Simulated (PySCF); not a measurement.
Isomers of C2H4Si. Gas-phase values, no solvent. Strings in code marks are SMILES.

The S1 excitation (TDA) from two functionals at the same geometries (B3LYP-D3(BJ)/def2-TZVP), both in PySCF: PBE-D3(BJ)/def2-TZVP and B3LYP-D3(BJ)/def2-TZVP. B3LYP has the VWN-RPA correlation part, as in Gaussian. Excitations are Tamm–Dancoff values on a coarser integration grid. The basis has no diffuse functions, so Rydberg states are missing or too high.

```tsv
species	PBE-D3(BJ)/def2-TZVP (eV)
`C=C=[SiH2]`	3.71
`C1=C[SiH2]1`	5.31
`C#C[SiH3]`	6.07
```

Question: What does B3LYP-D3(BJ)/def2-TZVP give for each?

Answer: 
- `C=C=[SiH2]`: 3.74
- `C1=C[SiH2]1`: 5.44
- `C#C[SiH3]`: 6.09
Over these rows, drawn at random from the members with no instability flagged (it was tested for open shells, ions and some series alone), PBE minus B3LYP-D3(BJ): mean -0.06 eV, from -0.14 eV to -0.02 eV.
